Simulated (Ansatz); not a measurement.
`[CH3][Sn][F]` + `CO[SiH](C)F` → `C[O][Sn][CH3]` + `C[SiH](F)F` at 400 K and 1 bar (redistribution).

Calculated with Ansatz (gas phase, PBE0-D4/def2-TZVP geometries, no zero-point term in ΔE). CCSD(T)/CBS adds triple-zeta CCSD(T) − MP2 to the extrapolated MP2 energy (def2 sets, frozen cores). Elements past krypton have def2 core potentials. For Sn outer-core shells are correlated without core-valence functions, which leaves a few kJ/mol of doubt a bond. Each species was taken in one conformer, which may not be the lowest.

| species | CCSD(T)/CBS energy (Eh) | H − E (kJ/mol) | S (J/(mol·K)) |
| --- | --- | --- | --- |
| `[CH3][Sn][F]` | -353.71142 | 118.0 | 336.4 |
| `CO[SiH](C)F` | -544.48370 | 274.3 | 392.7 |
| `C[O][Sn][CH3]` | -368.91992 | 231.0 | 384.5 |
| `C[SiH](F)F` | -529.27654 | 160.8 | 332.8 |

H − E and S are ideal-gas, rigid-rotor, harmonic terms from PBE0-D4/def2-TZVP, for one conformer and one mirror image of each species. 1 Eh = 2625.50 kJ/mol, R = 8.31446 J/(mol·K).

Problem. By hand: ΔE, ΔH, ΔS and ΔG.

Solution. ΔE = (-368.91992) + (-529.27654) − (-353.71142) − (-544.48370) = -0.00134 Eh = -3.5 kJ/mol. Δ(H − E) = 231.0 + 160.8 − 118.0 − 274.3 = -0.5, so ΔH = -4.0 kJ/mol. ΔS = 384.5 + 332.8 − 336.4 − 392.7 = -11.8 J/(mol·K). ΔG = -4.0 − 400 × (-11.8)/1000 = 0.7 kJ/mol.

Problem. By hand: the equilibrium constant, and the temperature at which ΔG would vanish if ΔH and ΔS stayed fixed.

Solution. log₁₀ K = −ΔG/(RT ln 10) = -0.1. ΔG = 0 at ΔH/ΔS = 339 K, though so small a ΔH makes that figure unsure.

TΔS isn't small against ΔH here. The sign of ΔG lies within the doubt. A doubt of 5 kJ/mol in ΔE shifts log₁₀ K by 0.7 here. Other conformers and mirror images would add mixing entropy, several J/(mol·K) or more a flexible species. Modes under 60 cm⁻¹, often nearly free rotors, make the harmonic entropy too high. These are equilibria of isolated gas molecules and say nothing of rates. Largest T1 diagnostic: 0.017 (customary marks: 0.02 for closed shells, 0.045 for open ones).
